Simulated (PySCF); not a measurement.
Gas-phase reaction: 3 Ge2H6 ⇌ 2 Ge3H8 + 2 H

Energies from PySCF, thermal terms from the rigid-rotor harmonic-oscillator model, ideal gas at 1 bar. † marks an energy on the PBE0/def2-TZVP geometry and frequencies; other levels use their own. Open shells (unrestricted): H (multiplicity 2); the rest are closed-shell singlets. Ge: all electrons, no relativistic terms.

r2SCAN/def2-TZVP† gives ΔH°(298 K) = 401 kJ.

### Question
What do M06-2X/def2-TZVP†, HF/def2-TZVP†, PBE/def2-SVP give?

### Answer
M06-2X/def2-TZVP†: 400 kJ; HF/def2-TZVP†: 331 kJ; PBE/def2-SVP: 392 kJ. For scale, ΔH°(298 K) is 401 kJ at this level, 409 kJ at ωB97M-V/def2-TZVP†, and runs from 323 to 427 kJ over the 18 levels computed.
